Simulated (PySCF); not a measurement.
## SrCl and its ions

r²SCAN; basis Sr def2-SVP with ECP28, Cl def2-SVP; scalar-relativistic core potentials; PySCF 2.14. Neutral (UKS): doublet (σ ↑), Re = 2.598 Å, ωe = 314 cm⁻¹, De = 4.69 eV, HOMO -3.73 eV, LUMO -2.39 eV.

SrCl⁺ (UKS): singlet (closed shell), Re = 2.508 Å, ωe = 369 cm⁻¹, De = 4.53 eV to Sr⁺ + Cl. The energies at the minima are -490.81109 hartree for SrCl and -490.60620 for SrCl⁺.

Task: Work out the adiabatic ionisation energy, without and with harmonic zero-point energies (1 hartree = 27.2114 eV, 1 eV = 8065.5 cm⁻¹), and the change of the bond length.

Result: At r²SCAN: 0.20489 hartree = 5.575 eV between the minima; the zero-point term (369.0 − 314.0)/2 cm⁻¹ = +0.003 eV makes it 5.579 eV. Re changes by -9.0 pm against the neutral. The electron leaves a σ orbital; in so polar a molecule the change of length follows mostly from the change of the ionic charges.

For an ion De counts to the pair picked by the measured ionisation energies or electron affinities, which need not be the lowest pair at this level. States were picked by a PBE0 search and need not be the measured ground states.
